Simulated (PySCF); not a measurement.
# Spin-rotation constants: SMILES C/C(=C\Br)CC#N, C₅H₆BrN

Molfile (atoms numbered from 1):
```
C5H6BrN
     RDKit          3D

 13 12  0  0  0  0  0  0  0  0999 V2000
   -0.8695   -1.1576    0.1575 C   0  0  0  0  0  0  0  0  0  0  0  0
   -0.3170    0.1987   -0.1277 C   0  0  0  0  0  0  0  0  0  0  0  0
   -0.9669    1.3439    0.0243 C   0  0  0  0  0  0  0  0  0  0  0  0
   -2.7591    1.4847    0.6222 Br  0  0  0  0  0  0  0  0  0  0  0  0
    1.1165    0.2227   -0.6110 C   0  0  0  0  0  0  0  0  0  0  0  0
    1.9972   -0.1461    0.4725 C   0  0  0  0  0  0  0  0  0  0  0  0
    2.6746   -0.4414    1.3433 N   0  0  0  0  0  0  0  0  0  0  0  0
   -1.8633   -1.0993    0.5922 H   0  0  0  0  0  0  0  0  0  0  0  0
   -0.2129   -1.6876    0.8478 H   0  0  0  0  0  0  0  0  0  0  0  0
   -0.9269   -1.7406   -0.7624 H   0  0  0  0  0  0  0  0  0  0  0  0
   -0.5296    2.3072   -0.1859 H   0  0  0  0  0  0  0  0  0  0  0  0
    1.4018    1.2152   -0.9681 H   0  0  0  0  0  0  0  0  0  0  0  0
    1.2507   -0.4995   -1.4223 H   0  0  0  0  0  0  0  0  0  0  0  0
  1  2  1  0
  2  3  2  0
  3  4  1  0
  2  5  1  0
  5  6  1  0
  6  7  3  0
  1  8  1  0
  1  9  1  0
  1 10  1  0
  3 11  1  0
  5 12  1  0
  5 13  1  0
M  END
```

Computed, not measured: PySCF, GIAO CAM-B3LYP/pcSseg-1 magnetisability, rotational g tensor and spin-rotation constants, non-relativistic, gas phase. Geometry: GFN2-xTB.

The calculation is non-relativistic, which matters for the atoms heavier than Zn.

Q: Give the nuclear spin-rotation constants along the inertial axes (H = +C I·J) beside the isotropic shieldings.

A: Rotational constants 4.9716, 0.6835, 0.6644 GHz. A star marks the isotopologue with that one atom substituted, in its own axes.
| atom | isotope | Caa (kHz) | Cbb (kHz) | Ccc (kHz) | mean (kHz) | σ (ppm) |
| --- | --- | --- | --- | --- | --- | --- |
| Br4 | 79Br | 3.975 | 1.503 | 1.082 | 2.186 | 2113.5 |
| N7 | 14N | 0.748 | 0.152 | 0.071 | 0.324 | -37.1 |
| H8 | 1H | -0.011 | -0.061 | -0.056 | -0.043 | 28.9 |
| H9 | 1H | -0.220 | -0.068 | -0.030 | -0.106 | 29.5 |
| H10 | 1H | -0.559 | -0.028 | -0.033 | -0.207 | 30.2 |
| H11 | 1H | -0.519 | 0.040 | -0.054 | -0.178 | 25.6 |
| H12 | 1H | -0.541 | -0.003 | -0.051 | -0.198 | 28.9 |
| H13 | 1H | -0.445 | -0.030 | -0.039 | -0.171 | 29.0 |
| C1 | 13C* | 0.802 | 0.092 | 0.095 | 0.330 | 165.1 |
| C2 | 13C* | 2.054 | 0.267 | 0.147 | 0.822 | 37.6 |
| C3 | 13C* | 1.746 | 0.242 | 0.163 | 0.717 | 53.4 |
| C5 | 13C* | 0.724 | 0.108 | 0.108 | 0.313 | 158.5 |
| C6 | 13C* | 1.394 | 0.308 | 0.116 | 0.606 | 62.3 |

For the geometry as given, no vibrational averaging.

Q: How do the rotational constants and the g tensor change when H8, H9, H10, H11, H12, H13 are replaced by deuterium?

A: Constants 4.0224, 0.6633, 0.6372 GHz; g -0.0235, -0.0110, -0.0053, against -0.0278, -0.0110, -0.0060 before.
